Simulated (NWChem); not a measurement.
System meant: BBr2, doublet; SMILES Br[B]Br

The following NWChem deck was run.

```
start job
memory heap 200 mb stack 700 mb global 900 mb
geometry units angstroms noautoz
  Br     1.687845     0.000000    -0.050452
  B      0.000000     0.000000     0.808457
  Br    -1.687845     0.000000    -0.050452
end
basis spherical
  Br library def2-svp
  B library def2-svp
end
dft
  odft
  mult 2
  xc pbe0
  iterations 4
  mulliken
end
task dft energy
```

End of the output:

```
     --------------------------
     Expectation value of S2:
     --------------------------
      <S2> =      0.7533 (Exact =     0.7500)

 center of mass
 --------------
 x =   0.00000000 y =   0.00000000 z =  -0.00361191

 moments of inertia (a.u.)
 ------------------
          27.134579471906           0.000000000000           0.000000000000
           0.000000000000        1653.167169087647           0.000000000000
           0.000000000000           0.000000000000        1626.032589615741

     Multipole analysis of the density
     ---------------------------------

     L   x y z        total         alpha         beta         nuclear
     -   - - -        -----         -----         ----         -------
     0   0 0 0     -0.000000    -38.000000    -37.000000     75.000000

     1   1 0 0      0.000000     -0.000000      0.000000      0.000000
     1   0 1 0      0.000000     -0.000000      0.000000      0.000000
     1   0 0 1     -0.197331     -1.145986      0.948656      0.000000

     2   2 0 0    -29.843103   -372.658389   -369.317260    712.132546
     2   1 1 0      0.000000      0.000000      0.000000      0.000000
     2   1 0 1      0.000000     -0.000000      0.000000      0.000000
     2   0 2 0    -30.795137    -16.011382    -14.783755      0.000000
     2   0 1 1     -0.000000     -0.000000     -0.000000      0.000000
     2   0 0 2    -32.254144    -26.048308    -18.499993     12.294157

 ------------------------------------------------------------------------
 dft energy failed                                                                                  0
 ------------------------------------------------------------------------
 ------------------------------------------------------------------------
  current input line :
    19: task dft energy
 ------------------------------------------------------------------------
 ------------------------------------------------------------------------
 This type of error is most commonly associated with calculations not reaching convergence criteria
 ------------------------------------------------------------------------
 For more information see the NWChem manual at https://nwchemgit.github.io

0:dft energy failed:Received an Error in Communication
```

**Question.** What is wrong, and how is it mended?

**Answer.** Convergence was not reached. Cause: the SCF was allowed too few iterations. This input runs:
```
start job
memory heap 200 mb stack 700 mb global 900 mb
geometry units angstroms noautoz
  Br     1.687845     0.000000    -0.050452
  B      0.000000     0.000000     0.808457
  Br    -1.687845     0.000000    -0.050452
end
basis spherical
  Br library def2-svp
  B library def2-svp
end
dft
  odft
  mult 2
  xc pbe0
  iterations 150
  mulliken
end
task dft energy
```
It converges to -5171.88298 Ha (PBE0/def2-SVP, spin-unrestricted).
